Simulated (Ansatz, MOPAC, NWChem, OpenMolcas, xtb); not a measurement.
**How methods differ on SnH4 (SMILES [SnH4])**

SnH4, singlet, SMILES `[SnH4]`. Each level relaxes the structure for itself.

Quantity: the highest harmonic wavenumber at each level's own minimum, in cm⁻¹. The values are calculated.

```
                               level            kind     program  value (cm⁻¹)
                                MNDO  semi-empirical       MOPAC          2157
                                 PM3  semi-empirical       MOPAC          2250
                            GFN2-xTB  semi-empirical         xtb          1927
                            GFN1-xTB  semi-empirical         xtb          2043
                HF/ANO-RCC-MB (DKH2)    Hartree–Fock  OpenMolcas          2006
                           HF/STO-3G    Hartree–Fock      Ansatz          2312
                            HF/3-21G    Hartree–Fock      Ansatz          2019
       HF/def2-TZVP (core potential)    Hartree–Fock      Ansatz          2051
PBE-D3(BJ)/def2-SVP (core potential)             GGA      NWChem          1882
       PBE/def2-SVP (core potential)             GGA      Ansatz          1879
```

All-electron rows without a relativistic Hamiltonian named are non-relativistic, while core potentials hold scalar relativity, so basis and relativity change together. Harmonic and unscaled. The values span 1879 to 2312 cm⁻¹. Without the sets that lack polarisation functions the rows with a basis span only 1879 to 2051 cm⁻¹.
